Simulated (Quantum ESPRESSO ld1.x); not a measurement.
Values are calculated unless marked as measured or tabulated.
Problem. The mean radii <r> (bohr) of the occupied orbitals of an atom or ion are listed with their occupations. Code: ld1.x of Quantum ESPRESSO 7.5. Model: scalar-relativistic Kohn-Sham, LDA (Slater exchange, VWN5 correlation), spin-polarised, spherical densities, point nucleus.

orbital  occ.      <r>
1s          2  0.05038
2s          2   0.2266
2p          6   0.1984
3s          2   0.6830
3p          6   0.7147
3d         10   0.8799

Name the element and its charge. Open shells, if any, are filled with parallel spins first.

Solution. Z = 30, zinc, charge +2: Zn2+ in [Ar] 3d10. The 1s radius gives Z: for a bare nucleus <r> = (2 gamma + 1)/(2Z) with gamma = sqrt(1 - (Z/c)^2), 0.04919 bohr for Z = 30, and screening makes it slightly larger (0.05038 here). The occupations add up to 28, and the charge is Z minus that.
